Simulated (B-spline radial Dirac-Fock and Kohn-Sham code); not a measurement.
**Er⁺: M4-N45N45 lines in intermediate coupling**

System: the Er⁺ ion in the configuration 1s2 2s2 2p6 3s2 3p6 3d10 4s2 4p6 4d10 4f12 5s2 5p6 6s1, inside a Watson sphere of charge -1 and radius 1.6 Å (a model of the Madelung potential; inside it an electron's potential energy is raised by 9.0 eV).

Method: relaxed Dirac-Fock hole states (ΔSCF) with Breit and QED corrections and a finite nucleus. Computed with a radial atomic solver. The two-hole levels come from diagonalising the Coulomb interaction among the jj configurations; intensities are independent-particle Coulomb rates. Kinetic energies are from the vacuum level. Electron correlation is not included. Open outer shells are spectators and are not coupled to the holes.

```tsv
kinetic energy (eV)	J	leading jj holes (weight)	leading LS term (weight)	intensity (%)
1055.2	0	N4N4 (0.91)	¹S0 (0.70)	7.9
1063.2	2	N4N4 (0.94)	³F2 (0.44)	25.5
1067.8	4	N4N5 (0.96)	¹G4 (0.93)	29.1
1068.5	1	N4N5 (1.00)	³P1 (1.00)	8.9
1070.0	2	N4N5 (0.93)	³P2 (0.52)	12.8
1072.1	0	N5N5 (0.91)	³P0 (0.70)	0.2
1072.7	3	N4N5 (1.00)	³F3 (1.00)	14.6
1077.1	2	N5N5 (0.98)	¹D2 (0.50)	0.5
1079.9	4	N5N5 (0.96)	³F4 (0.93)	0.4
```

The strongest line, by its leading LS label ¹G4, lies at 1067.8 eV. The mean weight of the leading component is 0.96 in jj and 0.75 in LS coupling, so jj labels describe these levels better.
